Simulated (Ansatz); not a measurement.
Start from `C[O][GeH]([F])[O]C` and change one atom or group to get `C[O][GeH]([F])[SeH]`.

Ansatz, PBE0-D4/def2-TZVP geometries, multiplicity 1. Each molecule was computed in one conformer, which needn't be the lowest.

Scalar relativity is left out up to krypton.

```csv
property,`C[O][GeH]([F])[O]C`
size of the dipole moment (ωB97M-V/def2-TZVPP) / D,1.25
LUMO energy (PBE/def2-TZVPP) / eV,-0.58
HOMO–LUMO gap (PBE0/def2-TZVPP) / eV,8.84
HOMO energy (PBE/def2-TZVPP) / eV,-6.70
HOMO energy (B3LYP/def2-TZVPP) / eV,-8.08
HOMO energy (ωB97M-V/def2-TZVPP) / eV,-10.75
```

Question: What does the change do to each property? (An estimate is asked.)

Answer: The calculation gave: 
```csv
property,`C[O][GeH]([F])[SeH]`,shift
size of the dipole moment (ωB97M-V/def2-TZVPP) / D,1.07,-0.18
LUMO energy (PBE/def2-TZVPP) / eV,-1.52,-0.94
HOMO–LUMO gap (PBE0/def2-TZVPP) / eV,6.93,-1.91
HOMO energy (PBE/def2-TZVPP) / eV,-6.32,0.38
HOMO energy (B3LYP/def2-TZVPP) / eV,-7.27,0.81
HOMO energy (ωB97M-V/def2-TZVPP) / eV,-9.71,1.04
```

With PBE0 the HOMO rises by 0.81 eV and the LUMO falls by 1.10 eV, so the gap narrows by about 1.91 eV. PBE moves the HOMO by 0.38 eV and ωB97M-V by 1.04 eV. Dipoles are sizes alone; their direction can turn.

B3LYP here is the variant with VWN-RPA as its local correlation; programs differ in this.

Spin–orbit coupling is left out; it splits and shifts lone-pair levels of the heavy atoms by tenths of an eV.
